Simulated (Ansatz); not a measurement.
Species: H4BSiO3, charge 0, multiplicity 2. SMILES: OB(O[SiH2])O
Geometry from a B3LYP-D3(BJ)/def2-TZVP (Ansatz, a program for electronic structure) optimisation:
```xyz
9

O     -1.9987    -0.8992    -0.2162
B     -0.8876    -0.0999    -0.2492
O     -0.9631     1.1448    -0.8093
O      0.3021    -0.5341     0.2721
Si     1.7918     0.1798     0.4199
H     -1.8316    -1.7513     0.1978
H     -1.8405     1.3539    -1.1442
H      1.6735     1.4682     1.1558
H      2.6292    -0.7811     1.1848
```
Charge 0, spin multiplicity 2.

Wanted: atomisation energy, in kcal/mol. Terms: atomisation electronic, to ground-state atoms; UHF or UKS for open shells; frozen cores in correlated levels; non-relativistic; dispersion terms only where a functional's name holds one; 6-311+G** with 5d, 6d on Na to Ar in Ansatz; no spin-orbit coupling; six Cartesian d functions in 6-31G* and its kin unless marked 5d; LANL2DZ with its own core potentials from Na on. Basis-set limits of correlation are two-point, X^-3; Hartree-Fock from the larger set. First-principles rows: single points at B3LYP-D3(BJ) geometries (Ansatz).

Coupled cluster (Ansatz) is a level with limits of its own, used here on species with T1 under 0.025 (0.045 for open shells) and stable references: CCSD(T)/CBS(cc-pV(T+d)Z,cc-pV(Q+d)Z).

Value to compare with, CCSD(T)/CBS(cc-pV(T+d)Z,cc-pV(Q+d)Z) (Ansatz): 867.9 kcal/mol.

| level | program | atomisation energy (kcal/mol) | difference |
|---|---|---|---|
| PBE/STO-3G | Ansatz | 980.2 | 112.3 |
| PBE/3-21G | Ansatz | 839.7 | -28.2 |
| PBE/LANL2DZ | Ansatz | 814.8 | -53.1 |
| PBE/6-31G* | Ansatz | 866.9 | -1.0 |
| PBE/def2-SVP | Ansatz | 881.8 | 13.9 |
| PBE/6-311+G** | Ansatz | 865.4 | -2.5 |
| PBE/def2-TZVPD | Ansatz | 875.9 | 8.0 |

Among the 6 habitual levels, PBE/STO-3G lies farthest from CCSD(T)/CBS(cc-pV(T+d)Z,cc-pV(Q+d)Z) (Ansatz) (112.3 kcal/mol) and PBE/6-31G* nearest (-1.0); 2 of 6 lie above it, and their mean absolute difference is 35.2 kcal/mol, the median 21.1. One case shows no general order.

The sets are all those run for this method; left out are runs that failed, that the program found above a lower state of the same kind, or whose <S^2> lies over 0.5 above the pure value.
